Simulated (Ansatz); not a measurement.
C4H5Si (SMILES [C]1=C[SiH2]C=C1), doublet, geometry from GFN2-xTB, with bond 10-5 at 1.4 times its length; CASSCF(3,3)/6-31G (Ansatz, a first-principles code).

Input for Ansatz:
Ansatz 0.2 input:
```yaml
crystal:
  periodic: [false, false, false]
  atoms:
    - {symbol: C, position_ang: [-0.99234661, 1.09496073, -0.35614038]}
    - {symbol: C, position_ang: [0.28554489, 1.34087140, -0.23863688]}
    - {symbol: Si, position_ang: [1.12141884, -0.34667843, 0.21898314]}
    - {symbol: C, position_ang: [-0.58504643, -1.15349629, 0.16062675]}
    - {symbol: C, position_ang: [-1.51210849, -0.23220329, -0.15114814]}
    - {symbol: H, position_ang: [0.78242154, 2.28301249, -0.36732801]}
    - {symbol: H, position_ang: [1.72118786, -0.30964898, 1.55102984]}
    - {symbol: H, position_ang: [2.03428825, -0.79977890, -0.82830472]}
    - {symbol: H, position_ang: [-0.84488504, -2.18601106, 0.33912658]}
    - {symbol: H, position_ang: [-2.99194776, -0.51593793, -0.28743474]}
basis:
  gaussian:
    orbitals: 6-31G
hamiltonian:
  xc: hf
correlation: {active_space: {window: {electrons: 3, orbitals: 3}}}
magnetization: {spin_polarized: false, initial_magnetization: 1}
```

What the program printed (banner, timings and long lists left out):

```
Functional definition: HF
808 factors; integrals over basis functions are off by at most 2.3e-4 eV
mean field evaluation 1: about -12052.3543 eV, gradient 2.3e1 eV
mean field evaluation 2: about -12052.3636 eV, gradient 2.3e1 eV
mean field evaluation 4: about -12054.9876 eV, gradient 2.9e0 eV
mean field evaluation 8: about -12055.0419 eV, gradient 5.0e-5 eV
mean field evaluation 16: about -12052.1687 eV, gradient 4.0e0 eV
mean field evaluation 32: about -12052.4278 eV, gradient 6.8e-1 eV
mean field -12055.04154032 eV, -443.0146054063 hartree, gradient 1.3e-6 eV, S^2 0.750000; 3 other end points of the search recorded, 0 dependent functions left out
reference -12055.04154032 eV, -443.0146054063 hartree; 22, 21 occupied and 37, 38 virtual orbitals, 808 factors
state -12055.87362830 eV, -443.0451840754 hartree
2 active orbitals were swapped for others, from the solution at -12055.84275730 eV, -443.0440495870 hartree to that at -12055.87362830 eV, -443.0451840754 hartree; typed "places" are swapped only where nearly empty or full, and so, without "given_window_search", are "orbital_numbers", "shells" and a window whose orbitals a file names under [Active]
Total energy: -12055.87362830 eV, -443.0451840754 hartree
```
